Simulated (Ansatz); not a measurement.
Ansatz (a quantum-chemistry and plane-wave program) input file for C2H3ClFIn, SMILES C=[CH][In]([F])[Cl], CAM-B3LYP/def2-SVPD. Coordinates come from a B3LYP-D3(BJ)/def2-SVP optimisation. The structure was generated by enumeration; whether it is a known compound was not checked. The def2 effective core potentials stand for the cores of In; spin–orbit coupling is left out. Other conformers were not sampled.

Ansatz 0.2 input:
```yaml
crystal:
  periodic: [false, false, false]
  atoms:
    - {symbol: In, position_ang: [0.32718050, 0.06420069, -0.00000000]}
    - {symbol: F, position_ang: [1.94457679, 1.17635749, 0.00000000]}
    - {symbol: Cl, position_ang: [-1.63404861, 1.37544715, 0.00000000]}
    - {symbol: C, position_ang: [0.25187676, -2.06505105, -0.00000000]}
    - {symbol: C, position_ang: [-0.92961762, -2.69235240, 0.00000001]}
    - {symbol: H, position_ang: [1.19042737, -2.62909404, -0.00000000]}
    - {symbol: H, position_ang: [-0.99443542, -3.78796683, 0.00000000]}
    - {symbol: H, position_ang: [-1.88375609, -2.15417115, -0.00000000]}
basis:
  gaussian:
    orbitals: def2-SVPD
hamiltonian:
  xc: {name: CAM-B3LYP}
```

Log of the run:

```
WARN ansatz: RAYON_NUM_THREADS=1 ignored (pool sized by the plan → 1); use --threads N
Functional definition: CAM-B3LYP
integrals: 0.11 GiB planned
1375 factors; their error is unknown
integrals: 0.13 GiB planned
521 factors; integrals over basis functions are off by at most 2.3e-5 eV
mean field: 0.95 GiB planned
mean field evaluation 1: about -22522.2949 eV, gradient 5.3e1 eV
mean field evaluation 2: about -22517.6409 eV, gradient 7.9e1 eV
mean field evaluation 4: about -22528.2054 eV, gradient 2.1e0 eV
mean field evaluation 8: about -22528.2145 eV, gradient 6.0e-2 eV
mean field evaluation 16: about -22528.3158 eV, gradient 3.8e-5 eV
mean field -22528.31578278 eV, -827.9003347761 hartree, gradient 3.8e-5 eV, S^2 0.000000; 0 other end points of the search recorded, 0 dependent functions left out
reference -22528.31592234 eV, -827.9003399050 hartree; 31, 31 occupied and 115, 115 virtual orbitals, 1375 factors
Total energy: -22528.31592234 eV, -827.9003399050 hartree
```

The calculation finished and met its thresholds.
